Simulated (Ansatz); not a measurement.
Ansatz (a quantum-chemistry and plane-wave program) input (B3LYP/LANL2DZ): The .json file is the Basis Set Exchange's LANL2DZ.

Ansatz 0.2 input:
```yaml
crystal:
  periodic: [false, false, false]
  atoms:
    - {symbol: C, position_ang: [-2.67209312, -0.62425138, -0.35154875]}
    - {symbol: C, position_ang: [-1.45613813, 0.05459379, 0.27227649]}
    - {symbol: C, position_ang: [-0.18697092, -0.15340598, -0.55158460]}
    - {symbol: C, position_ang: [1.05179778, 0.51320877, 0.05915452]}
    - {symbol: C, position_ang: [2.25579131, 0.37315127, -0.79546095]}
    - {symbol: O, position_ang: [1.25394354, -0.09781658, 1.34215466]}
    - {symbol: H, position_ang: [-2.51958755, -1.70309509, -0.43384093]}
    - {symbol: H, position_ang: [-3.56953010, -0.46101952, 0.24806397]}
    - {symbol: H, position_ang: [-2.86856991, -0.24140437, -1.35629713]}
    - {symbol: H, position_ang: [-1.29158716, -0.32639311, 1.28134334]}
    - {symbol: H, position_ang: [-1.64531925, 1.12856804, 0.37275820]}
    - {symbol: H, position_ang: [-0.32940499, 0.24580255, -1.55999327]}
    - {symbol: H, position_ang: [0.02248249, -1.22205192, -0.65742579]}
    - {symbol: H, position_ang: [0.82505537, 1.58108977, 0.19561170]}
    - {symbol: H, position_ang: [2.51443957, 1.12859476, -1.52456288]}
    - {symbol: H, position_ang: [2.79440729, -0.56579235, -0.80240885]}
    - {symbol: H, position_ang: [2.08174420, 0.23845490, 1.70249391]}
basis:
  gaussian:
    orbitals: LANL2DZ.json
hamiltonian:
  xc: {name: B3LYP}
magnetization: {spin_polarized: true, initial_magnetization: 1}
output: {forces: true}
```

From the output:

```
integrals: 0.04 GiB planned
972 factors; integrals over basis functions are off by at most 6.0e-4 eV
mean field: 0.49 GiB planned
mean field evaluation 1: about -7397.1410 eV, gradient 4.7e1 eV
mean field evaluation 2: about -7390.2250 eV, gradient 6.2e1 eV
mean field evaluation 4: about -7408.7062 eV, gradient 2.1e0 eV
mean field evaluation 8: about -7409.0176 eV, gradient 1.7e-1 eV
mean field evaluation 16: about -7409.0179 eV, gradient 1.6e-4 eV
mean field -7409.01785143 eV, -272.2763840273 hartree, gradient 6.3e-5 eV, S^2 0.753312; 0 other end points of the search recorded, 0 dependent functions left out
the calculation of the forces begins
reference -7409.01809958 eV, -272.2763931469 hartree; 25, 24 occupied and 51, 52 virtual orbitals, 972 factors
Total energy: -7409.01809958 eV, -272.2763931469 hartree
Atom 0 at    -2.672093    -0.624251    -0.351549 Å, force    -0.181764    -0.097118    -0.103881 eV/Å
Atom 1 at    -1.456138     0.054594     0.272276 Å, force     0.016818     0.122843     0.254471 eV/Å
Atom 2 at    -0.186971    -0.153406    -0.551585 Å, force     0.036637    -0.150510    -0.263521 eV/Å
Atom 3 at     1.051798     0.513209     0.059155 Å, force    -0.438042     0.499729    -0.598223 eV/Å
Atom 4 at     2.255791     0.373151    -0.795461 Å, force     0.324199     0.018596    -0.243561 eV/Å
Atom 5 at     1.253944    -0.097817     1.342155 Å, force    -0.407380    -0.650899     0.686895 eV/Å
Atom 6 at    -2.519588    -1.703095    -0.433841 Å, force     0.020529    -0.211939    -0.016115 eV/Å
Atom 7 at    -3.569530    -0.461020     0.248064 Å, force    -0.188371     0.028420     0.117827 eV/Å
Atom 8 at    -2.868570    -0.241404    -1.356297 Å, force    -0.051597     0.070899    -0.200597 eV/Å
Atom 9 at    -1.291587    -0.326393     1.281343 Å, force     0.048449    -0.059655     0.185015 eV/Å
Atom 10 at    -1.645319     1.128568     0.372758 Å, force    -0.055733     0.222642     0.026240 eV/Å
Atom 11 at    -0.329405     0.245803    -1.559993 Å, force    -0.049659     0.066686    -0.201272 eV/Å
Atom 12 at     0.022482    -1.222052    -0.657426 Å, force     0.019446    -0.189499    -0.007423 eV/Å
Atom 13 at     0.825055     1.581090     0.195612 Å, force    -0.045913     0.222930    -0.023607 eV/Å
Atom 14 at     2.514440     1.128595    -1.524563 Å, force     0.082494     0.159861    -0.159103 eV/Å
Atom 15 at     2.794407    -0.565792    -0.802409 Å, force     0.140549    -0.196554    -0.007183 eV/Å
Atom 16 at     2.081744     0.238455     1.702494 Å, force     0.729337     0.143568     0.554038 eV/Å
Dipole moment:     0.181682     0.235850    -0.173290 e Å
```

The geometry given is a B3LYP-D3(BJ)/def2-TZVP minimum.
